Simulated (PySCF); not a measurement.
# Orbital picture of BeGe⁺

r²SCAN at R = 2.367 Å; Be 6-31G(d,p), Ge 6-31G(d,p); no relativity (PySCF 2.14). State: ²Π (doublet), unpaired electrons π ↑. Only the outer orbitals are listed, counted within each symmetry.

```json
{"spin": "α", "orbital": "1δ", "occ.": "1", "ε (eV)": "-37.49", "on Be (%)": "0", "main shells (%)": "100 Ge d"}
{"spin": "α", "orbital": "1δ", "occ.": "1", "ε (eV)": "-37.43", "on Be (%)": "0", "main shells (%)": "100 Ge d"}
{"spin": "α", "orbital": "3π", "occ.": "1", "ε (eV)": "-37.42", "on Be (%)": "0", "main shells (%)": "100 Ge d"}
{"spin": "α", "orbital": "7σ", "occ.": "1", "ε (eV)": "-37.23", "on Be (%)": "0", "main shells (%)": "100 Ge d"}
{"spin": "α", "orbital": "3π", "occ.": "1", "ε (eV)": "-37.22", "on Be (%)": "0", "main shells (%)": "100 Ge d"}
{"spin": "α", "orbital": "8σ", "occ.": "1", "ε (eV)": "-18.69", "on Be (%)": "10", "main shells (%)": "88 Ge s"}
{"spin": "α", "orbital": "9σ", "occ.": "1", "ε (eV)": "-12.57", "on Be (%)": "52", "main shells (%)": "50 Be s, 38 Ge p, 9 Ge s"}
{"spin": "α", "orbital": "4π", "occ.": "1", "ε (eV)": "-10.73", "on Be (%)": "16", "main shells (%)": "84 Ge p, 15 Be p"}
{"spin": "α", "orbital": "4π", "occ.": "0", "ε (eV)": "-10.07", "on Be (%)": "18", "main shells (%)": "82 Ge p, 18 Be p"}
{"spin": "α", "orbital": "10σ", "occ.": "0", "ε (eV)": "-9.16", "on Be (%)": "74", "main shells (%)": "40 Be s, 34 Be p, 25 Ge p"}
{"spin": "α", "orbital": "5π", "occ.": "0", "ε (eV)": "-7.17", "on Be (%)": "83", "main shells (%)": "83 Be p, 16 Ge p"}
{"spin": "β", "orbital": "1δ", "occ.": "1", "ε (eV)": "-37.46", "on Be (%)": "0", "main shells (%)": "100 Ge d"}
{"spin": "β", "orbital": "3π", "occ.": "1", "ε (eV)": "-37.41", "on Be (%)": "0", "main shells (%)": "100 Ge d"}
{"spin": "β", "orbital": "1δ", "occ.": "1", "ε (eV)": "-37.32", "on Be (%)": "0", "main shells (%)": "100 Ge d"}
{"spin": "β", "orbital": "7σ", "occ.": "1", "ε (eV)": "-37.11", "on Be (%)": "0", "main shells (%)": "100 Ge d"}
{"spin": "β", "orbital": "3π", "occ.": "1", "ε (eV)": "-37.11", "on Be (%)": "0", "main shells (%)": "100 Ge d"}
{"spin": "β", "orbital": "8σ", "occ.": "1", "ε (eV)": "-17.71", "on Be (%)": "13", "main shells (%)": "85 Ge s, 9 Be s"}
{"spin": "β", "orbital": "9σ", "occ.": "1", "ε (eV)": "-12.24", "on Be (%)": "60", "main shells (%)": "60 Be s, 29 Ge p, 10 Ge s"}
{"spin": "β", "orbital": "4π", "occ.": "0", "ε (eV)": "-9.77", "on Be (%)": "26", "main shells (%)": "74 Ge p, 25 Be p"}
{"spin": "β", "orbital": "10σ", "occ.": "0", "ε (eV)": "-9.55", "on Be (%)": "68", "main shells (%)": "46 Be p, 30 Ge p, 21 Be s"}
{"spin": "β", "orbital": "4π", "occ.": "0", "ε (eV)": "-8.83", "on Be (%)": "39", "main shells (%)": "60 Ge p, 39 Be p"}
```

Q: Which are the highest filled and the lowest empty level, where do they sit, and how wide is the gap?

A: Highest filled α 4π at -10.73 eV (in %: 84 Ge p, 15 Be p); lowest empty α 4π at -10.07 eV (in %: 82 Ge p, 18 Be p); the gap at r²SCAN is 0.66 eV. Both belong to one degenerate shell, split only by its one-sided filling, so this is no excitation gap.

```
bond order (Mayer)                                                                                                 : 1.23
⟨S²⟩                                                                                                               : 0.780
charge on Be (Mulliken, basis-dependent)                                                                           : 0.49
charge on Be (Löwdin, basis-dependent)                                                                             : 0.51
dipole moment (positive dipole points towards Ge; it is taken about the centre of mass and depends on that origin) : -5.95 D
```

Spin–orbit coupling is left out. The state is the lowest determinant that a PBE0 search found; another state may lie lower at other levels.
